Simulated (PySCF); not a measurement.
CHO2, charge -1, multiplicity 1. Atoms are numbered in the order given.

```xyz
4

O      0.0000     1.1349     0.2092
C      0.0000     0.0000    -0.3157
O      0.0000    -1.1349     0.2092
H      0.0000     0.0000    -1.4521
```
Charge -1, spin multiplicity 1.

Coordinates come from a B3LYP-D3(BJ)/def2-TZVPD optimisation. The multiplicity is an assumed one; other spin states were not compared. The isomer is the one that the SMILES or the coordinates give; other isomers of the formula were not compared.

Level of theory: r2SCAN/def2-TZVPD run with PySCF.

Symmetry labels are those of the subgroup C2v that the program uses (full group C2v).

Q: List the valence orbital energies around the gap with their symmetry. (The exact figures need the calculation; the answer reports its results.)

A: 
```csv
orbital,symmetry,energy (eV)
HOMO−7,B2,-18.93
HOMO−6,A1,-8.15
HOMO−5,A1,-5.30
HOMO−4,B2,-4.41
HOMO−3,B1,-4.11
HOMO−2,A2,-0.59
HOMO−1,B2,-0.06
HOMO,A1,0.07
LUMO,A1,4.80
LUMO+1,B2,5.55
LUMO+2,A1,5.61
LUMO+3,B1,6.06
```
